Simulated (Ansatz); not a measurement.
`[PH2][GaH2]` + H₂O → `[OH][GaH2]` + PH₃ at 400 K and 1 bar (formal hydrolysis of a Ga–P bond).

Gas-phase electronic energies from Ansatz, PBE0-D4/def2-TZVP geometries. CBS: MP2 limit from def2 TZ/QZ plus the TZ coupled-cluster correction, frozen cores. This one scheme is used for every species. For Ga outer-core shells are correlated without core-valence functions, which leaves a few kJ/mol of doubt a bond. Scalar relativity is left out up to krypton.

```tsv
species	CCSD(T)/CBS energy (Eh)	H − E (kJ/mol)	S (J/(mol·K))
`[PH2][GaH2]`	-2267.26620	102.4	311.8
H₂O	-76.37941	69.8	198.6
`[OH][GaH2]`	-2000.92981	89.0	281.3
PH₃	-342.72256	77.1	221.7
```

H − E and S are ideal-gas, rigid-rotor, harmonic terms from PBE0-D4/def2-TZVP. 1 Eh = 2625.50 kJ/mol, R = 8.31446 J/(mol·K).

By hand: ΔE, ΔH, ΔS and ΔG.

ΔE = (-2000.92981) + (-342.72256) − (-2267.26620) − (-76.37941) = -0.00676 Eh = -17.7 kJ/mol. Δ(H − E) = 89.0 + 77.1 − 102.4 − 69.8 = -6.1, so ΔH = -23.8 kJ/mol. ΔS = 281.3 + 221.7 − 311.8 − 198.6 = -7.4 J/(mol·K). ΔG = -23.8 − 400 × (-7.4)/1000 = -20.8 kJ/mol.

By hand: the equilibrium constant, and the temperature at which ΔG would vanish if ΔH and ΔS stayed fixed.

log₁₀ K = −ΔG/(RT ln 10) = 2.7. ΔG = 0 at ΔH/ΔS = 3216 K, far beyond where these terms or the molecules hold.

The number of gas molecules stays the same, so ΔS is small and ΔH decides. A doubt of 5 kJ/mol in ΔE shifts log₁₀ K by 0.7 here. These are equilibria of isolated gas molecules and say nothing of rates. Largest T1 diagnostic: 0.015 (customary marks: 0.02 for closed shells, 0.045 for open ones).
